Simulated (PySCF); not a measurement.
# Correlation energy of Tm(31+) (thulium, charge +31)

Starting occupation: [Kr] 4d2, 4d3/2 with m_j = +1/2, +3/2. All numbers are calculated (PySCF 2.14, X2C-1e with screened-nucleus spin-orbit coupling, Gaussian nucleus, in an even-tempered Gaussian basis (17 s from 2.9 bohr⁻², ratio 2.8; 14 p from 3.8 bohr⁻², ratio 2.8; 9 d from 3.8 bohr⁻², ratio 2.8; 3 f from 14 bohr⁻², ratio 3)). Frozen: [Ar] 3d10; 10 electrons correlated; the 92 highest virtual spinors left out.

MP2 pair energies summed by pair of shells (mhartree):

| pair | energy | share (%) |
| --- | --- | --- |
| 4p3/2-4p3/2 | -98.74 | 32.7 |
| 4d3/2-4p3/2 | -60.58 | 20.1 |
| 4p1/2-4p3/2 | -52.05 | 17.2 |
| 4d3/2-4p1/2 | -25.51 | 8.5 |
| 4p3/2-4s1/2 | -23.17 | 7.7 |
| 4p1/2-4s1/2 | -11.19 | 3.7 |
| 4d3/2-4s1/2 | -10.20 | 3.4 |
| 4s1/2-4s1/2 | -7.77 | 2.6 |
| 4p1/2-4p1/2 | -7.02 | 2.3 |
| 4d3/2-4d3/2 | -5.62 | 1.9 |

Total MP2 correlation energy: -301.86 mhartree.

At this charge the one-electron X2C treatment keeps the bare 1/r₁₂, with no two-electron picture change or Breit term. The effect here is smaller than on the frozen 1s shell.
